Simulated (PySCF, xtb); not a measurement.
C₂H₅Se, SMILES [CH2][Se]C, multiplicity 2.

The structure is a stationary point at B3LYP-D3(BJ)/def2-SVP. The isomer is the one that the SMILES or the coordinates give; other isomers of the formula were not compared.

Calculation: IEF-PCM-PBE0/def2-SVP in PySCF.

The values are the electrostatic part of the solvation free energy, E(continuum) − E(gas) at the gas-phase geometry, in a cavity of scaled van der Waals radii (PySCF's table); cavitation and dispersion terms are not included. The dipole moment in vacuum is 1.29 D.

Computed values in water (ε = 78.36), chloroform (ε = 4.71), 1-octanol (ε = 9.86):
| solvent | ε | ΔG(elec) (kcal/mol) | dipole (D) |
|---|---|---|---|
| water | 78.36 | -2.6 | 1.72 |
| chloroform | 4.71 | -1.9 | 1.59 |
| 1-octanol | 9.86 | -2.3 | 1.65 |

For comparison, GFN2-xTB/ALPB(water) (xtb, at the GFN2-xTB geometry, all terms of that model) gives -0.9 kcal/mol.
